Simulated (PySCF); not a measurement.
A mixed set of molecules.

All values: B3LYP/def2-SVPD (PySCF) at GFN2-xTB geometries, gas phase, one conformer each. Core orbitals are frozen in the response; Δα² is half the sum of the squared differences of the principal polarisabilities.

Question: Rank by HOMO–LUMO gap, lowest first.
A. `C(O[SiH2]O[SiH3])[SiH2]P`
B. `C([Si@@H](P)O[SiH2]O)[SiH3]`
C. `C(N[SiH3])C([SiH3])[SiH3]`
D. `CCC1=NSC(Cl)=C1`
E. `[SiH3]Nc1coccc1=S`

Answer: E (3.79 eV), D (5.86 eV), C (6.60 eV), B (6.78 eV), A (6.97 eV).

Question: Rank by dipole moment, lowest first.
A. `[CH3:1][CH2:2][c:3]1[cH:4][c:5]([Cl:6])[s:7][n:8]1` with C1–C2–C3–C4 -73°
B. `[SiH3:1][O:2][SiH2:3][O:4][CH2:5][SiH2:6][PH2:7]` with Si1–O2–Si3–O4 159°, O2–Si3–O4–C5 61°, Si3–O4–C5–Si6 -61°, O4–C5–Si6–P7 -176°, C5–Si6–P7–H 169° and 76°
C. `[CH3:1][Si@H:2]([PH2:3])[O:4][SiH2:5][O:6][SiH3:7]` with C1–Si2–P3–H 73° and 166°, C1–Si2–O4–Si5 -16°, Si2–O4–Si5–O6 -23°, O4–Si5–O6–Si7 -4°
D. `[SiH3:1][NH:2][c:3]1[cH:4][o:5][cH:6][cH:7][c:8]1=[S:9]` with Si1–N2–C3–C4 0°
E. `[CH3:1][SiH2:2][O:3][Si@@H:4]([PH2:5])[O:6][SiH3:7]` with C1–Si2–O3–Si4 25°, Si2–O3–Si4–P5 -65°, O3–Si4–P5–H -162° and -69°, O3–Si4–O6–Si7 -32°

Answer: B (0.51 D), E (0.87 D), C (1.21 D), A (1.87 D), D (3.57 D).

Question: Rank by polarisability anisotropy Δα, highest first.
A. `[SiH3:1][NH:2][c:3]1[cH:4][o:5][cH:6][cH:7][c:8]1=[S:9]` with Si1–N2–C3–C4 0°
B. `[SiH3:1][NH:2][CH2:3][CH:4]([SiH3:5])[SiH3:6]` with Si1–N2–C3–C4 151°, N2–C3–C4–Si5 -177°
C. `[OH:1][SiH2:2][O:3][Si@H:4]([PH2:5])[CH2:6][SiH3:7]` with H–O1–Si2–O3 -177°, O1–Si2–O3–Si4 0°, Si2–O3–Si4–P5 79°, O3–Si4–P5–H 72° and 165°, O3–Si4–C6–Si7 -51°
D. `[SiH3:1][O:2][SiH2:3][CH2:4][O:5][SiH2:6][PH2:7]` with Si1–O2–Si3–C4 39°, O2–Si3–C4–O5 -53°, Si3–C4–O5–Si6 128°, C4–O5–Si6–P7 -170°, O5–Si6–P7–H -96° and 171°
E. `[CH3:1][SiH2:2][O:3][Si@@H:4]([PH2:5])[O:6][SiH3:7]` with C1–Si2–O3–Si4 25°, Si2–O3–Si4–P5 -65°, O3–Si4–P5–H -162° and -69°, O3–Si4–O6–Si7 -32°
F. `[SiH3:1][O:2][SiH2:3][O:4][CH2:5][SiH2:6][PH2:7]` with Si1–O2–Si3–O4 159°, O2–Si3–O4–C5 61°, Si3–O4–C5–Si6 -61°, O4–C5–Si6–P7 -176°, C5–Si6–P7–H 169° and 76°

Answer: A (11.21 Å³), F (6.04 Å³), C (5.07 Å³), B (4.75 Å³), D (3.67 Å³), E (1.66 Å³).

All values together:

```
                   SMILES     formula  μ (D)  HOMO (eV)  LUMO (eV)  α (Å³)  Δα (Å³)  electrons  α per electron (Å³)
  [SiH3]NCC([SiH3])[SiH3]   C2H13NSi3   1.23      -6.73      -0.13   17.07     4.75         74                0.231
   [SiH3]O[SiH2]OC[SiH2]P  CH11O2PSi3   0.51      -7.24      -0.27   18.34     6.04         90                0.204
 C[Si@H](P)O[SiH2]O[SiH3]  CH11O2PSi3   1.21      -7.12      -0.26   17.84     4.78         90                0.198
 O[SiH2]O[Si@H](P)C[SiH3]  CH11O2PSi3   1.29      -7.01      -0.23   18.35     5.07         90                0.204
C[SiH2]O[Si@@H](P)O[SiH3]  CH11O2PSi3   0.87      -7.21      -0.30   17.56     1.66         90                0.195
            CCc1cc(Cl)sn1    C5H6ClNS   1.87      -7.22      -1.36   14.51     7.69         76                0.191
        [SiH3]Nc1coccc1=S   C5H7NOSSi   3.57      -6.08      -2.30   18.78    11.21         82                0.229
   [SiH3]O[SiH2]CO[SiH2]P  CH11O2PSi3   1.25      -7.26      -0.38   18.24     3.67         90                0.203
```

Conformers: `[SiH3:1][NH:2][CH2:3][CH:4]([SiH3:5])[SiH3:6]` with Si1–N2–C3–C4 151°, N2–C3–C4–Si5 -177°; `[SiH3:1][O:2][SiH2:3][O:4][CH2:5][SiH2:6][PH2:7]` with Si1–O2–Si3–O4 159°, O2–Si3–O4–C5 61°, Si3–O4–C5–Si6 -61°, O4–C5–Si6–P7 -176°, C5–Si6–P7–H 169° and 76°; `[CH3:1][Si@H:2]([PH2:3])[O:4][SiH2:5][O:6][SiH3:7]` with C1–Si2–P3–H 73° and 166°, C1–Si2–O4–Si5 -16°, Si2–O4–Si5–O6 -23°, O4–Si5–O6–Si7 -4°; `[OH:1][SiH2:2][O:3][Si@H:4]([PH2:5])[CH2:6][SiH3:7]` with H–O1–Si2–O3 -177°, O1–Si2–O3–Si4 0°, Si2–O3–Si4–P5 79°, O3–Si4–P5–H 72° and 165°, O3–Si4–C6–Si7 -51°; `[CH3:1][SiH2:2][O:3][Si@@H:4]([PH2:5])[O:6][SiH3:7]` with C1–Si2–O3–Si4 25°, Si2–O3–Si4–P5 -65°, O3–Si4–P5–H -162° and -69°, O3–Si4–O6–Si7 -32°; `[CH3:1][CH2:2][c:3]1[cH:4][c:5]([Cl:6])[s:7][n:8]1` with C1–C2–C3–C4 -73°; `[SiH3:1][NH:2][c:3]1[cH:4][o:5][cH:6][cH:7][c:8]1=[S:9]` with Si1–N2–C3–C4 0°; `[SiH3:1][O:2][SiH2:3][CH2:4][O:5][SiH2:6][PH2:7]` with Si1–O2–Si3–C4 39°, O2–Si3–C4–O5 -53°, Si3–C4–O5–Si6 128°, C4–O5–Si6–P7 -170°, O5–Si6–P7–H -96° and 171°.

Question: How closely does the mean polarisability follow the number of electrons in this set?

Answer: The correlation coefficient is 0.64; α per electron runs from 0.191 to 0.231 Å³.
